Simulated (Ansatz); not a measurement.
Reaction (substitution at a C–C bond): `C=CC(=C)[SiH3]` + `F[Si](F)(F)[SeH]` → `C=C[Se][Si](F)(F)F` + `C=C[SiH3]`

Computed with Ansatz on PBE0-D4/def2-TZVP structures; ΔE is electronic, products minus reactants. CBS: MP2 limit from def2 TZ/QZ plus the TZ coupled-cluster correction, frozen cores. DFT in def2-TZVPP. B3LYP here is the variant with VWN-RPA as its local correlation; programs differ in this. For Se outer-core shells are correlated without core-valence functions, which leaves a few kJ/mol of doubt a bond. Scalar relativity is left out up to krypton. One conformer a species, not always the lowest.

```json
{"level": "PBE-D4", "ΔE (kJ/mol)": "35.7", "difference from CCSD(T)/CBS": "2.8"}
{"level": "r2SCAN-D4", "ΔE (kJ/mol)": "37.9", "difference from CCSD(T)/CBS": "5.0"}
{"level": "ωB97X-V", "ΔE (kJ/mol)": "31.1", "difference from CCSD(T)/CBS": "-1.8"}
{"level": "B2PLYP", "ΔE (kJ/mol)": "33.3", "difference from CCSD(T)/CBS": "0.4"}
{"level": "B3LYP", "ΔE (kJ/mol)": "34.0", "difference from CCSD(T)/CBS": "1.1"}
{"level": "HF/def2-TZVPP", "ΔE (kJ/mol)": "32.1", "difference from CCSD(T)/CBS": "-0.8"}
{"level": "CCSD(T)/def2-TZVPP", "ΔE (kJ/mol)": "32.2", "difference from CCSD(T)/CBS": "-0.7"}
{"level": "SCS-MP2/def2-QZVPP", "ΔE (kJ/mol)": "30.5", "difference from CCSD(T)/CBS": "-2.4"}
{"level": "HF/CBS(def2)", "ΔE (kJ/mol)": "32.6", "difference from CCSD(T)/CBS": "-0.3"}
{"level": "CCSD/CBS(def2)", "ΔE (kJ/mol)": "32.3", "difference from CCSD(T)/CBS": "-0.6"}
{"level": "CCSD(T)/CBS", "ΔE (kJ/mol)": "32.9", "difference from CCSD(T)/CBS": "0"}
```

Largest T1 diagnostic among the species: 0.012.
